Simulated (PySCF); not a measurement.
Al(Me)2(NCO) (C₃H₆AlNO), SMILES [CH3][Al]([CH3])[N]=C=O. Atoms are numbered in the order given.

```xyz
12

Al    -0.7677     0.3300    -0.3634
C     -2.2885    -0.8820    -0.4277
H     -2.0421    -1.8000    -0.9899
H     -3.1846    -0.4386    -0.8909
H     -2.5704    -1.2179     0.5859
C     -0.7063     2.1699    -0.9932
H      0.0427     2.2875    -1.7965
H     -0.3923     2.8569    -0.1878
H     -1.6702     2.5329    -1.3848
N      0.7446    -0.3208     0.3535
C      1.7594    -0.7565     0.8345
O      2.7497    -1.1818     1.3040
```
Charge 0, spin multiplicity 1.

Geometry: r2SCAN-D4/def2-SVP. A frequency run showed that this geometry is not a minimum. The structure was generated by enumeration; whether it is a known compound was not checked. One conformer was computed; it need not be the lowest.

Level of theory: HF/pcSseg-1 in PySCF.

GIAO shieldings, no solvent; atoms alike by connectivity are averaged. δ = σ(ref) − σ: ¹³C against TMS (σ = 192.6 ppm); ¹H against TMS (σ = 31.99 ppm); ¹⁵N against NH3 (σ = 267.3 ppm); ¹⁷O against H2O (σ = 333.0 ppm), references at their B3LYP-D3(BJ)/def2-TZVP geometries, non-relativistic.

```tsv
nucleus	atoms	count	δ (ppm)
¹³C	C11	1	141.9
¹³C	C2, C6	2	-7.9
¹H	H3, H4, H5, H7, H8, H9	6	0.03
¹⁵N	N10	1	52.1
¹⁷O	O12	1	121.2
```
